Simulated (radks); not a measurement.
Q: Radial electron density D(r) = 4 pi r^2 rho(r) of an atom or ion with 18 electrons. Method: Dirac Kohn-Sham, BLYP, spin-unpolarised, spherical densities, finite nucleus; Fermi nuclear charge, rms radius of each element as measured or else 0.836 A^(1/3) + 0.57 fm; computed with a radial shooting solver on a logarithmic mesh with Libxc functionals.

| r (bohr) | D(r) (e/bohr) |
|---|---|
| 0.004309 | 2.420 |
| 0.005434 | 3.600 |
| 0.006798 | 5.206 |
| 0.008573 | 7.487 |
| 0.01081 | 10.51 |
| 0.01353 | 14.18 |
| 0.01706 | 18.64 |
| 0.02134 | 23.23 |
| 0.02691 | 27.59 |
| 0.03394 | 30.60 |
| 0.04246 | 31.39 |
| 0.05355 | 29.81 |
| 0.067 | 26.97 |
| 0.08449 | 24.92 |
| 0.1066 | 26.05 |
| 0.1333 | 30.22 |
| 0.1681 | 34.36 |
| 0.2103 | 33.58 |
| 0.2652 | 26.21 |
| 0.3345 | 16.57 |
| 0.4185 | 11.42 |
| 0.5278 | 11.83 |
| 0.6603 | 12.94 |
| 0.8327 | 10.32 |
| 1.05 | 5.303 |
| 1.314 | 1.735 |
| 1.657 | 0.3118 |
| 2.073 | 0.03181 |
| 2.614 | 0.001328 |

What is the nuclear charge?

A: Z = 26. The innermost maximum, from 1s, lies near gamma/Z bohr with gamma = sqrt(1 - (Z/c)^2) = 0.982, here 0.0378 bohr (found: 0.0408), and its height grows with Z. The density is that of the iron ion Fe8+ in [Ne] 3s1 3p6 3d(3/2: 1, 5/2: 0); the configuration itself is not fixed sharply by these data, and Z only to about a unit. D(r) has 3 maxima, at r = 0.0408, 0.184, 0.645 bohr, and minima at 0.0886, 0.453 bohr, inside which lie 2.12, 10.54 electrons.
